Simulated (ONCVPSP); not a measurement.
What the settings do to the ONCV potential of osmium (Os)

Base potential:

```json
{
 "Element": "Os (Z = 76)",
 "Generator": "ONCVPSP 4.0.1",
 "Type": "optimised norm-conserving Vanderbilt (ONCV)",
 "Functional": "PBEsol",
 "Relativity": "scalar-relativistic",
 "Frozen core": "[Kr] 4d10 4f14",
 "Valence charge": "16",
 "Reference configuration": "5s2 5p6 5d6 6s2",
 "Partial waves": "5s+6s: rc 1.85 bohr, ncon 3, nbas 7, qcut 6.9 1/bohr, 2 projectors; 5p: rc 1.40 bohr, ncon 3, nbas 6, qcut 11.5 1/bohr, 1 projector; 5d: rc 2.20 bohr, ncon 5, nbas 10, qcut 7.7 1/bohr, 1 projector",
 "Local potential": "polynomial inside 1.05 bohr (lpopt 2, dvloc0 6 Ha)",
 "Core correction": "none"
}
```

Cutoffs, loose and tight: the cutoffs (Ha) at which the residual kinetic energy of the hardest occupied pseudo-wave falls to 1 and 0.1 mHa per electron. They do not see the model core or the augmentation charge, which bear on the density cutoff. Test errors are all-electron minus pseudo excitation energies from the reference, over the configurations 5s2 5p6 5d6 6s1; 5s2 5p6 5d6 6s0; 5s2 5p6 5d5 6s0; 5s2 5p6 5d7 6s0. A dash means not determined; rows that change the core or the reference have their own tests.

A true bound ghost makes a file unfit for plane-wave use even where its test errors are small: the radial tests pick states by their node count and pass the ghost by.

| change | outcome | cutoff, loose | cutoff, tight | bound ghosts | GHOST(+) flags above zero | largest test error (meV) |
| --- | --- | --- | --- | --- | --- | --- |
| base | generated | 40 Ha | 47 Ha | none | none | -17 |
| local potential polynomial inside 1.05 bohr (lpopt 2, dvloc0 -1.5 Ha) | generated | 40 Ha | 47 Ha | none | none | -16 |
| local potential polynomial inside 1.05 bohr (lpopt 2, dvloc0 0.5 Ha) | generated | 40 Ha | 47 Ha | none | none | -16 |
| local potential polynomial inside 1.05 bohr (lpopt 2, dvloc0 2.5 Ha) | generated | 40 Ha | 47 Ha | none | none | -17 |
| local potential polynomial inside 1.05 bohr (lpopt 2, dvloc0 4 Ha) | generated | 40 Ha | 47 Ha | none | none | -17 |
| local potential polynomial inside 1.05 bohr (lpopt 2, dvloc0 7.5 Ha) | generated | 40 Ha | 47 Ha | none | none | -18 |

Task: What comes out with this change to the base: local potential polynomial inside 1.05 bohr (lpopt 2, dvloc0 8.5 Ha)?

Result: outcome: generated; cutoff, loose: 40 Ha; cutoff, tight: 47 Ha; bound ghosts: s; GHOST(+) flags above zero: none; largest test error (meV): -19.

Reading the sweep of the dvloc0 (base included, trends over the rows without a ghost): The loose cutoff stays near 40 Ha. The median size of the test errors (rows with all tests solved) stays near 14.8 meV. Bound ghosts are found at 8.5 Ha.
